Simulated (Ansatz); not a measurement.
Species: CH$_{2}$Br$_{3}$Si, charge -1, multiplicity 1. It need not be the lowest isomer of its formula. Whether it binds its extra electron was not tested at this geometry. 
Geometry from a B3LYP-D3(BJ)/def2-TZVP (Ansatz, an electronic-structure program) optimisation:
```
Si
C 1 1.7198
H 2 1.0849 1 118.69
H 2 1.0849 3 116.08 1 151.31
Br 1 2.2917 2 112.65 3 -44.19
Br 1 2.2917 2 112.65 3 -165.26
Br 1 2.3859 2 125.37 3 75.28
```
Charge -1, spin multiplicity 1.

Basis-set convergence of Hartree-Fock and CCSD correlation energies (hartree) with Ansatz. Correlated levels leave the core frozen unless marked. No spin-orbit coupling. Frozen are the shells of the preceding noble gas and the d and f shells that filled before the atom's block. No relativistic terms. This anion needs diffuse functions, which these sets lack.

```tsv
basis	functions	E(HF)	E(corr, CCSD)
def2-SVP	138	-8044.28829	-0.64033
def2-TZVPP	245	(withheld)	(withheld)
```

Problem. Some entries are withheld; supply them.

Solution. 
- def2-TZVPP, E(HF): -8045.39170
- def2-TZVPP, E(corr, CCSD): -0.83461
